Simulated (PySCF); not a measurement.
C3H8Si, SMILES C([SiH2]C)=C.

The structure is a stationary point at B3LYP-D3(BJ)/def2-SVP. The values are those of a single conformer.

These are SMD-B3LYP/6-31G* in PySCF values and carry that method's errors.

Solvation free energies are E(SMD) − E(gas) at the gas-phase geometry, for 1 M in both phases. In vacuum the dipole moment is 0.77 D.

Computed solvation free energies in water, 2-propanol, methanol:
| solvent | ΔG(solv) (kcal/mol) | its non-electrostatic (CDS) part | dipole (D) |
|---|---|---|---|
| water | 2.8 | 4.8 | 1.05 |
| 2-propanol | -1.0 | 0.9 | 1.03 |
| methanol | -0.9 | 1.1 | 1.04 |
